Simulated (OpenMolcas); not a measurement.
**As: effect of the active space**

```json
{
 "Program": "OpenMolcas 26.06",
 "Method": "XMS-CASPT2 or its RAS form, IPEA 0.25 Eh, imaginary shift 0.1 Eh",
 "Basis": "ANO-RCC-VTZP",
 "Scalar Hamiltonian": "DKH2, point nucleus",
 "Spin-orbit coupling": "state interaction with AMFI integrals over the reference wave functions, term energies averaged over their components"
}
```

A. 3 electrons in 3 orbitals (4p); 2S+1 = 4 odd, 1 root; 2S+1 = 2 odd, 8 roots; closed shells correlated: 3d 4s; CASPT2 step roughly 0.9 core-seconds
B. 5 electrons in 8 orbitals (4s 4p 5s 5p); 2S+1 = 4 odd, 1 root; 2S+1 = 2 odd, 8 roots; 2S+1 = 4 even, 3 roots; closed shells correlated: 3d; CASPT2 step about 5 core-seconds
C. 5 electrons in 9 orbitals (RAS2 4s 4p; RAS3 4d, at most 2 electrons); 2S+1 = 4 odd, 1 root; 2S+1 = 2 odd, 8 roots; 2S+1 = 4 even, 3 roots; 2S+1 = 2 even, 5 roots (0 in the spin-orbit step); closed shells correlated: 3d; CASPT2 step about 8 core-seconds

Energies in cm⁻¹ above 4s² 4p³ ⁴S°_3/2, the measured ground level; measured values from NIST Handbook of Basic Atomic Spectroscopic Data.

| Level | A | B | C | Measured |
| --- | --- | --- | --- | --- |
| 4s² 4p³ ⁴S°_3/2 | 0.0 | 0.0 | 0.0 | 0.0 |
| 4s² 4p³ ²D°_3/2 | 10930 | 11610 | 11450 | 10593 |
| 4s² 4p³ ²D°_5/2 | 11160 | 11870 | 11670 | 10915 |
| 4s² 4p³ ²P°_1/2 | 18720 | 19130 | 19380 | 18186 |
| 4s² 4p³ ²P°_3/2 | 19020 | 19420 | 19650 | 18648 |

Deviations, from unrounded energies. A percentage is the sum of absolute deviations over the sum of measured energies, with the sign that they share, or ± where signs differ.

```tsv
Against measurement	Levels	A	B	C
mean absolute deviation (cm-1)	4	370	920	950
other terms of the ground configuration (%)	4	+2.6	+6.3	+6.5
```

A lies closest to measurement on these levels and C furthest from it. The largest miss of A in the table is 4s² 4p³ ²P°_1/2, by +540 cm-1. The ranking rests on the paired levels alone, and a cruder setting can come out closer through cancelling errors.

Among A to C the level of the table that moves most is 4s² 4p³ ²D°_5/2, by 710 cm-1 (lowest in A, highest in B). Moves below CASPT2's spread within the term are not significant.

CASPT2 does not keep the components of a term degenerate, so their means are used; among the terms shown or strongly mixed into the levels shown the widest spread is 1900 cm-1 (4s² 4p³ ²D°, A). Over all roots computed the reference weight is 0.87 to 0.96 in B; the roots of lowest weight are the least certain, and an intruder state may touch them. With the s shell closed, the reference lacks s² → p² mixing (holds for A). Active for correlation alone: 5p 5s; no level in the range computed is led by a configuration that fills them, so any true level of that kind is missing (holds for B). Some high roots are left out of the spin-orbit mixing, which shifts the levels that they would mix with (holds for C). Active for correlation alone: 4d; no level in the range computed is led by a configuration that fills it, so any true level of that kind is missing (holds for C). Measured partners are found by configuration, term and J. A level has none where our copy of the source lacks it or the pairing is in doubt (some pairs that miss far off the trend of their configuration count as doubtful), and it then counts in no deviation. Levels of configurations outside the active space are missing. Levels that lie high or do not pair safely by name in every column are left out.

° marks odd parity.
